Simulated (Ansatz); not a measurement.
A run for Ansatz (an electronic-structure program): R-B3LYP-D3(BJ)/def2-SVP on AlCl3 (SMILES [Cl][Al]([Cl])[Cl]).

Ansatz 0.2 input:
```yaml
crystal:
  periodic: [false, false, false]
  atoms:
    - {symbol: Al, position_ang: [0.00000000, -0.00000000, 0.00000000]}
    - {symbol: Cl, position_ang: [2.07000000, -0.00000000, 0.00000000]}
    - {symbol: Cl, position_ang: [-1.03500000, 1.79270000, 0.00000000]}
    - {symbol: Cl, position_ang: [-1.03500000, -1.79270000, 0.00000000]}
basis:
  gaussian:
    orbitals: def2-SVP
hamiltonian:
  xc: b3lyp
  dispersion: d3bj
relax: {f_tol: 0.004, max_steps: 120}
scf: {lower_state_search: off}
```

Q: What total energy does the run end on?

A: -1622.7993 hartree.
